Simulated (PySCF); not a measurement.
Cartesian coordinates (Å):
```xyz
3

Zn     0.0000     0.0000     0.0000
F      0.0953     1.2428     1.2080
F     -0.0953    -1.2428    -1.2080
```
Charge 0, spin multiplicity 1.

**Question.** What is the computed LUMO, charge on the central atom (meta-Löwdin), HOMO, HOMO–LUMO gap and total energy (TPSSh-D3(BJ)/def2-TZVP // TPSS-D3(BJ)/def2-SVP in PySCF)?

**Answer.** 
```yaml
LUMO: -2.38 eV
charge on the central atom (meta-Löwdin): 1.42 e
HOMO: -9.43 eV
HOMO–LUMO gap: 7.05 eV
total_energy: -1979.2114 Ha
```
